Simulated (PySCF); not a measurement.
CClF2NOSi. Atoms are numbered in the order given.

```xyz
7

O      0.4257     3.4553     0.0000
C      0.1546     2.3223     0.0000
N     -0.1363     1.1553     0.0000
Si    -0.3697    -0.5105     0.0000
F     -1.2183    -0.9325     1.2905
F     -1.2183    -0.9325    -1.2905
Cl     1.3956    -1.5136     0.0000
```

The structure is a stationary point at B3LYP-D3(BJ)/def2-SVP. This is a generated structure with no PubChem entry under its InChIKey; it may be hypothetical. The values are those of a single conformer.

All values below come from PySCF with PBE/pcSseg-1.

GIAO shieldings, no solvent; atoms alike by connectivity are averaged. δ = σ(ref) − σ: ¹⁷O against H2O (σ = 334.3 ppm); ¹³C against TMS (σ = 182.0 ppm); ¹⁵N against NH3 (σ = 267.0 ppm); ²⁹Si against TMS (σ = 335.4 ppm); ¹⁹F against CFCl3 (σ = 133.6 ppm); ³⁵Cl against HCl (σ = 936.5 ppm), references at their B3LYP-D3(BJ)/def2-TZVP geometries, non-relativistic (without spin–orbit terms, shifts of atoms bonded to Cl or Br come out too high).

```json
[
 {"nucleus": "¹⁷O", "atoms": "O1", "count": "1", "δ (ppm)": "157.8"},
 {"nucleus": "¹³C", "atoms": "C2", "count": "1", "δ (ppm)": "120.4"},
 {"nucleus": "¹⁵N", "atoms": "N3", "count": "1", "δ (ppm)": "55.2"},
 {"nucleus": "²⁹Si", "atoms": "Si4", "count": "1", "δ (ppm)": "-79.2"},
 {"nucleus": "¹⁹F", "atoms": "F5, F6", "count": "2", "δ (ppm)": "-144.8"},
 {"nucleus": "³⁵Cl", "atoms": "Cl7", "count": "1", "δ (ppm)": "79.1"}
]
```
